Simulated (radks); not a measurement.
Values are calculated unless marked as measured or tabulated.
Q: Excited configurations of Ne II: one electron is placed in a higher orbital outside [He] 2s2 2p4. The ground configuration is [He] 2s2 2p5. Level of theory: scalar-relativistic Kohn-Sham, BLYP, spin-polarised, spherical densities, finite nucleus; open shells are filled with parallel spins first; Fermi nuclear charge, rms radius 3.0055 fm (a radial shooting solver on a logarithmic mesh with Libxc functionals). Excitation = E - E(ground); binding = E(ion) - E, where the ion is the core of charge +2; n* = 2/sqrt(2 binding) in atomic units, and the quantum defect is n - n*.

| outer orbital | excitation (eV) | binding (eV) | n* | quantum defect | eigenvalue (eV) | <r> (bohr) |
|---|---|---|---|---|---|---|
| 3p | 30.963 | 10.429 | 2.284 | 0.716 | -7.702 | 3.554 |
| 3d | 35.006 | 6.387 | 2.919 | 0.081 | -4.418 | 4.822 |
| 4s | 34.882 | 6.510 | 2.891 | 1.109 | -5.096 | 6.474 |
| 4p | 36.040 | 5.352 | 3.189 | 0.811 | -4.111 | 7.419 |
| 4f | 37.930 | 3.462 | 3.965 | 0.035 | -2.451 | 8.784 |
| 5p | 38.118 | 3.274 | 4.077 | 0.923 | -2.570 | 12.52 |

Estimate the row for 3s.

A: excitation (eV) 27.339; binding (eV) 14.053; n* 1.968; quantum defect 1.032; eigenvalue (eV) -10.775; <r> (bohr) 3.010. The Delta-SCF ionisation energy is 41.392 eV (NIST Atomic Spectra Database: 40.963 eV, measured). Self-interaction in the functional shifts the binding energies and quantum defects, so they are the method's values and not measured ones. Open shells are spherical and high-spin; term and fine-structure splittings are not resolved.
